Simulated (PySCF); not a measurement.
ECD: `C[C@@]1(S)C[C@@H]2[C@@H](F)[C@@H]21`, C6H9FS

Molfile (atoms numbered from 1):
```
C6H9FS
     RDKit          3D

 17 18  0  0  0  0  0  0  0  0999 V2000
    1.7268   -0.5629    0.7311 C   0  0  0  0  0  0  0  0  0  0  0  0
    0.5952   -0.1230   -0.1755 C   0  0  1  0  0  0  0  0  0  0  0  0
    1.2777    0.5204   -1.7651 S   0  0  0  0  0  0  0  0  0  0  0  0
   -0.5075   -1.1858   -0.3951 C   0  0  0  0  0  0  0  0  0  0  0  0
   -1.4952   -0.2784    0.3254 C   0  0  2  0  0  0  0  0  0  0  0  0
   -1.5857    1.0121   -0.4206 C   0  0  1  0  0  0  0  0  0  0  0  0
   -2.5225    1.9002    0.0088 F   0  0  0  0  0  0  0  0  0  0  0  0
   -0.4265    0.7837    0.4990 C   0  0  2  0  0  0  0  0  0  0  0  0
    1.3252   -0.9797    1.6528 H   0  0  0  0  0  0  0  0  0  0  0  0
    2.3314   -1.3189    0.2350 H   0  0  0  0  0  0  0  0  0  0  0  0
    2.3648    0.2827    0.9834 H   0  0  0  0  0  0  0  0  0  0  0  0
    1.9051    1.5602   -1.2233 H   0  0  0  0  0  0  0  0  0  0  0  0
   -0.3017   -2.1192    0.1230 H   0  0  0  0  0  0  0  0  0  0  0  0
   -0.7490   -1.3968   -1.4364 H   0  0  0  0  0  0  0  0  0  0  0  0
   -2.2576   -0.5971    1.0148 H   0  0  0  0  0  0  0  0  0  0  0  0
   -1.4658    1.0750   -1.4963 H   0  0  0  0  0  0  0  0  0  0  0  0
   -0.2217    1.4394    1.3291 H   0  0  0  0  0  0  0  0  0  0  0  0
  1  2  1  0
  2  3  1  6
  2  4  1  0
  4  5  1  0
  5  6  1  0
  6  7  1  0
  6  8  1  0
  8  2  1  0
  8  5  1  0
  1  9  1  0
  1 10  1  0
  1 11  1  0
  3 12  1  0
  4 13  1  0
  4 14  1  0
  5 15  1  1
  6 16  1  6
  8 17  1  1
M  END
```

Computed, not measured: TDDFT CAM-B3LYP/def2-SVPD circular dichroism and optical rotation, one conformer, gas phase in PySCF 2.14.0. Geometry: GFN2-xTB.

The molecule is flexible and this is one conformer; a measurement averages over conformers.

Question: What are the CIP labels of the stereocentres?

Answer: C2 R, C5 S, C6 R, C8 R.

Question: Which excitations and rotatory strengths does the calculation give?

Answer: Rotatory strengths R in 10⁻⁴⁰ esu² cm², velocity form and length form (origin at the centre of mass); f in length form.
```tsv
state	E (eV)	λ (nm)	f	R (velocity)	R (length)	main
1	5.52	225	0.002	+4.9	+5.0	HOMO→LUMO+1 0.44, HOMO→LUMO 0.38
2	6.22	199	0.037	-3.7	-3.8	HOMO→LUMO 0.46, HOMO→LUMO+1 0.45
3	7.30	170	0.014	+7.6	+7.8	HOMO→LUMO+3 0.72, HOMO→LUMO+5 0.08
4	7.45	167	0.002	+15.6	+15.1	HOMO−1→LUMO 0.71, HOMO−1→LUMO+1 0.09
5	7.46	166	0.014	-4.8	-4.7	HOMO→LUMO+2 0.45, HOMO→LUMO+3 0.13
6	7.81	159	0.020	-42.1	-41.8	HOMO→LUMO+5 0.57, HOMO→LUMO+4 0.10
7	7.83	158	0.024	+17.5	+17.5	HOMO−2→LUMO 0.28, HOMO→LUMO+4 0.23
8	7.89	157	0.028	-9.6	-9.7	HOMO−2→LUMO 0.22, HOMO−1→LUMO+2 0.16
```

Among the states computed, the strongest CD band (largest |R|) is state 6. The largest dissymmetry factor in size, g = 4R/(D+G), with D and G the electric and magnetic dipole strengths, is +0.087 for state 4 (velocity form, f = 0.002), among bands with |R| over 0.5. The mirror image has the same energies and oscillator strengths and all R with the opposite sign.
